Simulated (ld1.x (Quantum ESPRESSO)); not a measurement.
**Which change was made? (In, TM)**

| Item | Value |
| --- | --- |
| Element | In |
| Generator | ld1.x (Quantum ESPRESSO) 7.5 |
| Type | norm-conserving Troullier–Martins (Kleinman–Bylander form) |
| Functional | PBE |
| Relativity | fully relativistic |
| Frozen core | [Kr] 4d10 |
| Valence charge | 3 |
| Reference configuration | 5s2 5p0.5 (charge +0.5) |
| Partial waves | 5p (bound): rc 2.55 bohr; 5d channel at -0.1 Ry: rc 2.75 bohr; 5s (bound): rc 2.30 bohr |
| Local potential | the s channel |
| Core correction | Bessel-smoothed model core inside 1.75 bohr |

Open shells are filled in proportion to 2j + 1 (rel_dist='average').

Cutoffs, loose and tight: the cutoffs (Ry, on a coarse ladder) from which the occupation-weighted sum of valence levels, in a spherical-Bessel basis at the reference potential, stays within 10 and 1 mRy of its value at 400 Ry. They do not see the model core or the augmentation charge, which bear on the density cutoff. Test errors are all-electron minus pseudo excitation energies from the reference, over the configurations 5s2 5p1; 5s2 5p0; 5s1 5p0; 5s1 5p2; 5s2 5p1.3; 5s0 5p3; 5s1 5p1; variants that change the core or the reference have their own tests.

The base gives: outcome: generated; cutoff, loose: 18 Ry; cutoff, tight: 25 Ry; bound ghosts: d3/2, d5/2; largest test error (meV): -169.

(1) After one change the result is: outcome: generated; cutoff, loose: 10 Ry; cutoff, tight: 21 Ry; bound ghosts: none; largest test error (meV): -172. Which change was it?
A. all radii but the core radius scaled by about 0.74 (s 1.70, p 1.88, d 2.04 bohr)
B. all radii but the core radius scaled by about 1.32 (s 3.02, p 3.36, d 3.62 bohr)
C. all radii but the core radius scaled by about 1.11 (s 2.54, p 2.82, d 3.04 bohr)

Answers

(1) C. The others give: all radii but the core radius scaled by about 1.32 (s 3.02, p 3.36, d 3.62 bohr) → outcome: generated; cutoff, loose: 8 Ry; cutoff, tight: 18 Ry; bound ghosts: none; largest test error (meV): -190 | all radii but the core radius scaled by about 0.74 (s 1.70, p 1.88, d 2.04 bohr) → outcome: generated; cutoff, loose: 30 Ry; cutoff, tight: 70 Ry; bound ghosts: d3/2, d5/2; largest test error (meV): -170.
